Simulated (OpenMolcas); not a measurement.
**OpenMolcas run: S⁺**

Input:

```
&GATEWAY
Coord
1

S 0.0 0.0 0.0
Basis=ANO-RCC-VTZP
Group=XYZ
NoMove
AngMom=0.0 0.0 0.0
AMFI
&SEWARD
* reference wave functions (RASSCF and RASSI steps not shown): 3 electrons in 3 orbitals (3p)
>>> COPY JOB001 $Project.JobIph
&CASPT2
Multistate=1 1
Frozen=1 0
IPEA=0.75
Sig1=0.3
MaxIter=60
WThr=0.0 0.3 0.05
PrWF=0.5
NoMix
>>> COPY JOB002 $Project.JobIph
&CASPT2
Multistate=8 1 2 3 4 5 6 7 8
Frozen=1 0
IPEA=0.75
Sig1=0.3
MaxIter=60
WThr=0.0 0.3 0.05
PrWF=0.5
NoMix
```

Launched by
```bash
OMP_NUM_THREADS=1 MOLCAS_MEM=2252 MOLCAS_PROJECT=a pymolcas a.inp > a.log  # once for each step of the input, in one work folder
```

Output, cut to the results:

```
--- CASPT2 ---
Orbital specifications:
      -----------------------

      Symmetry species                           1   2
                                                ag  au
      Frozen orbitals                            1   0
      Inactive orbitals                          2   3
      Active orbitals                            0   3
      Secondary orbitals                        12  13
      Deleted orbitals                           0   0
      Number of basis functions                 15  19
Type of calculation                        SS-CASPT2
      Fock operator                              state-specific
      IPEA shift                                 0.75
      Real shift                                 0.00
      Imaginary shift                            0.00
      Sigma^1 regularizer                        0.30
      The input orbitals will be transformed to quasi-canonical
Reference energy:        -398.2547721423
      E2 (Non-variational):      -0.0933897573
      Shift correction:          -0.0000212283
      E2 (Variational):          -0.0934109856
      Total energy:            -398.3481831280
      Residual norm:              0.0000004938
      Reference weight:           0.97326
      Contributions to the CASPT2 correlation energy
      Active & Virtual Only:         -0.0178748555
      One Inactive Excited:          -0.0519581912
      Two Inactive Excited:          -0.0235567107
::    CASPT2 Root  1     Total energy:   -398.34818313
--- CASPT2 ---
Orbital specifications:
      -----------------------

      Symmetry species                           1   2
                                                ag  au
      Frozen orbitals                            1   0
      Inactive orbitals                          2   3
      Active orbitals                            0   3
      Secondary orbitals                        12  13
      Deleted orbitals                           0   0
      Number of basis functions                 15  19
Type of calculation                        MS-CASPT2
      Fock operator                              state-specific
      IPEA shift                                 0.75
      Real shift                                 0.00
      Imaginary shift                            0.00
      Sigma^1 regularizer                        0.30
      The input orbitals will be transformed to quasi-canonical
Reference energy:        -398.1665611668
      E2 (Non-variational):      -0.1111457194
      Shift correction:          -0.0000954975
      E2 (Variational):          -0.1112412168
      Total energy:            -398.2778023836
      Residual norm:              0.0000008400
      Reference weight:           0.96359
      Contributions to the CASPT2 correlation energy
      Active & Virtual Only:         -0.0289478015
      One Inactive Excited:          -0.0585630882
      Two Inactive Excited:          -0.0236348297
Reference energy:        -398.1665611668
      E2 (Non-variational):      -0.1097754062
      Shift correction:          -0.0000970903
      E2 (Variational):          -0.1098724965
      Total energy:            -398.2764336633
      Residual norm:              0.0000007928
      Reference weight:           0.96429
      Contributions to the CASPT2 correlation energy
      Active & Virtual Only:         -0.0284275808
      One Inactive Excited:          -0.0577141136
      Two Inactive Excited:          -0.0236337118
::    CASPT2 Root  1     Total energy:   -398.27780238
::    CASPT2 Root  2     Total energy:   -398.27643366
::    CASPT2 Root  3     Total energy:   -398.27890616
::    CASPT2 Root  4     Total energy:   -398.27758870
::    CASPT2 Root  5     Total energy:   -398.27837648
::    CASPT2 Root  6     Total energy:   -398.22779830
::    CASPT2 Root  7     Total energy:   -398.22762783
::    CASPT2 Root  8     Total energy:   -398.22963869
::    MS-CASPT2 Root  1     Total energy:   -398.27913215
::    MS-CASPT2 Root  2     Total energy:   -398.27867846
::    MS-CASPT2 Root  3     Total energy:   -398.27763792
::    MS-CASPT2 Root  4     Total energy:   -398.27755631
::    MS-CASPT2 Root  5     Total energy:   -398.27614114
::    MS-CASPT2 Root  6     Total energy:   -398.22996953
::    MS-CASPT2 Root  7     Total energy:   -398.22762061
::    MS-CASPT2 Root  8     Total energy:   -398.22743609
```

Levels above the lowest, from the spin-orbit matrix with the single-state CASPT2 energies, averaged by term, on its diagonal:

```
Configuration  Term    J  E (cm⁻¹)  Measured (cm⁻¹)      g  Term weight %
      3s² 3p³   ⁴S°  3/2       0.0              0.0  2.002            100
      3s² 3p³   ²D°  3/2     15430            14853  0.801            100
      3s² 3p³   ²D°  5/2     15450            14885  1.200            100
      3s² 3p³   ²P°  1/2     26310            24525  0.666            100
      3s² 3p³   ²P°  3/2     26340            24572  1.333            100
```

Against the 4 measured excited levels shown (NIST Handbook of Basic Atomic Spectroscopic Data) the mean absolute deviation is 1200 cm-1; the largest miss in energy is 3s² 3p³ ²P°_1/2: computed 26310, measured 24525 cm⁻¹ (+7.3 %).

Term energies are means over components that CASPT2 splits; among the terms shown or strongly mixed into the levels shown the widest spread is 540 cm-1 (3s² 3p³ ²D°). Terms from blocks run as CI alone lack orbitals of their own. With the s shell closed, the reference lacks s² → p² mixing. Measured partners are found by configuration, term and J. A level has none where our copy of the source lacks it or the pairing is in doubt (some pairs that miss far off the trend of their configuration count as doubtful), and it then counts in no deviation. Levels of configurations outside the active space are missing.

The CASPT2 steps took 0.98 s on 1 thread of Arm Neoverse V1, with other jobs on the host; the integral step is not counted.

The term weight is that of the spin-free term in the level, not the purity of its configuration. ° marks odd parity.
